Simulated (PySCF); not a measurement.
P$_{2}$, charge +1, doublet (typed; the unrestricted solution is spin-contaminated), geometry from GFN2-xTB (a state made from the parent by changing its charge; the spin is typed, not shown lowest), with bond 1-2 at 2.0 times its length; PBE0/6-31G* run with PySCF.

The PySCF input:
```python
from pyscf import gto, scf, dft

mol = gto.M(
    atom='''
P     0.00000000    0.00000000   -2.95481322
P     0.00000000    0.00000000    0.98493774
''',
    basis='6-31g*',
    charge=1,
    spin=1,
    verbose=4,
)

mf = dft.UKS(mol)
mf.xc = 'pbe0'
mf.init_guess = '1e'
mf.kernel()
mf.analyze()
```

Output, abridged:

```
PySCF version 2.14.0

[INPUT] verbose = 4
[INPUT] num. atoms = 2
[INPUT] num. electrons = 29
[INPUT] charge = 1
[INPUT] spin (= nelec alpha-beta = 2S) = 1
[INPUT] symmetry False subgroup None
[INPUT] Mole.unit = angstrom
[INPUT] Symbol           X                Y                Z      unit          X                Y                Z       unit  Magmom
[...]
nuclear repulsion = 30.2214210151496
number of shells = 16
number of NR pGTOs = 102
number of NR cGTOs = 36
basis = 6-31g*
ecp = {}

******** <class 'pyscf.dft.uks.UKS'> ********
method = UKS
initial guess = 1e
damping factor = 0
level_shift factor = 0
DIIS = <class 'pyscf.scf.diis.CDIIS'>
diis_start_cycle = 1
diis_space = 8
diis_damp = 0
SCF conv_tol = 1e-09
SCF conv_tol_grad = None
SCF max_cycles = 50
direct_scf = True
direct_scf_tol = 1e-13
number electrons alpha = 15  beta = 14
XC library pyscf.dft.libxc version 7.1.2
    S. Lehtola, C. Steigemann, M. J. T. Oliveira, and M. A. L. Marques,  SoftwareX 7, 1–5 (2018)
XC functionals = pbe0
    C. Adamo and V. Barone,  J. Chem. Phys. 110, 6158 (1999)
    M. Ernzerhof and G. E. Scuseria,  J. Chem. Phys. 110, 5029 (1999)
radial grids:
    Treutler-Ahlrichs [JCP 102, 346 (1995); DOI:10.1063/1.469408] (M4) radial grids

becke partition: Becke, JCP 88, 2547 (1988); DOI:10.1063/1.454033
pruning grids: <function nwchem_prune>
grids dens level: 3
symmetrized grids: False
atomic radii adjust function: <function treutler_atomic_radii_adjust>
small_rho_cutoff = 0
Set gradient conv threshold to 3.16228e-05
Initial guess from hcore.

tot grids = 38360
init E= -679.091750229094
cycle= 1 E= -681.594877973649  delta_E= -2.5  |g|= 0.539  |ddm|= 6.48
cycle= 2 E= -681.778411260902  delta_E= -0.184  |g|= 0.193  |ddm|= 1.32
cycle= 3 E= -681.806206076817  delta_E= -0.0278  |g|= 0.0249  |ddm|= 0.353
cycle= 4 E= -681.80675114046  delta_E= -0.000545  |g|= 0.00491  |ddm|= 0.0426
cycle= 5 E= -681.806773888539  delta_E= -2.27e-05  |g|= 0.000364  |ddm|= 0.00864
cycle= 6 E= -681.806774070813  delta_E= -1.82e-07  |g|= 5.27e-05  |ddm|= 0.000826
cycle= 7 E= -681.806774077577  delta_E= -6.76e-09  |g|= 1.21e-05  |ddm|= 0.000182
cycle= 8 E= -681.806774077404  delta_E= 1.73e-10  |g|= 2.22e-05  |ddm|= 6.1e-05
Extra cycle  E= -681.806774008621  delta_E= 6.88e-08  |g|= 0.000248  |ddm|= 0.000389
SCF not converged.
SCF energy = -681.806774008621 after 50 cycles  <S^2> = 1.759962  2S+1 = 2.8354626
**** SCF Summaries ****
Total Energy =                        -681.806774008621119
Nuclear Repulsion Energy =              30.221421015149645
One-electron Energy =                 -995.518607643351515
Two-electron Energy =                  283.490412619580752
Two-electron Coulomb Energy =          329.149840649617659
DFT Exchange-Correlation Energy =      -45.659428030036921
**** MO energy ****
                             alpha | beta                alpha | beta
[...]
To work with the spin densities directly, `use mulliken_meta_spin()` only printing them here.

 ** Mulliken spin pop alpha/beta on meta-lowdin orthogonal AOs **
 ** Mulliken Spin Density (per AO)  **
spin_pop of  0 P 1s        0.00000
spin_pop of  0 P 2s        0.00001
spin_pop of  0 P 3s        0.00055
spin_pop of  0 P 4s        0.00020
spin_pop of  0 P 2px      -0.00005
spin_pop of  0 P 2py       0.00009
spin_pop of  0 P 2pz      -0.00000
spin_pop of  0 P 3px      -0.49909
spin_pop of  0 P 3py       0.99651
spin_pop of  0 P 3pz      -0.00000
spin_pop of  0 P 4px      -0.00038
spin_pop of  0 P 4py       0.00268
spin_pop of  0 P 4pz       0.00002
spin_pop of  0 P 3dxy     -0.00000
spin_pop of  0 P 3dyz      0.00001
spin_pop of  0 P 3dz^2     0.00003
spin_pop of  0 P 3dxz     -0.00003
spin_pop of  0 P 3dx2-y2   -0.00079
spin_pop of  1 P 1s        0.00000
spin_pop of  1 P 2s        0.00001
spin_pop of  1 P 3s        0.00055
spin_pop of  1 P 4s        0.00020
spin_pop of  1 P 2px      -0.00005
spin_pop of  1 P 2py       0.00009
spin_pop of  1 P 2pz      -0.00000
spin_pop of  1 P 3px      -0.49859
spin_pop of  1 P 3py       0.99651
spin_pop of  1 P 3pz      -0.00002
spin_pop of  1 P 4px      -0.00038
spin_pop of  1 P 4py       0.00268
spin_pop of  1 P 4pz       0.00002
spin_pop of  1 P 3dxy     -0.00000
spin_pop of  1 P 3dyz      0.00001
spin_pop of  1 P 3dz^2     0.00003
spin_pop of  1 P 3dxz     -0.00003
spin_pop of  1 P 3dx2-y2   -0.00079
 ** Mulliken Spin Density (per atom)  **
spin density of  0 P =      0.49976
spin density of  1 P =      0.50024
 ** Mulliken pop alpha/beta on meta-lowdin orthogonal AOs **
 ** Mulliken pop       alpha | beta **
[...]
In total            15.00000 | 14.00000
 ** Mulliken atomic charges   ( Nelec_alpha | Nelec_beta ) **
charge of  0P =      0.49946  (     7.50015      7.00039 )
charge of  1P =      0.50054  (     7.49985      6.99961 )

WARN: System has nonzero charge 1; the dipole moment is origin-dependent.
Location of origin: [0. 0. 0.]

Dipole moment(X, Y, Z, Debye): -0.00000,  0.00000, -4.72058
```

The run did not converge; its last values are not results.
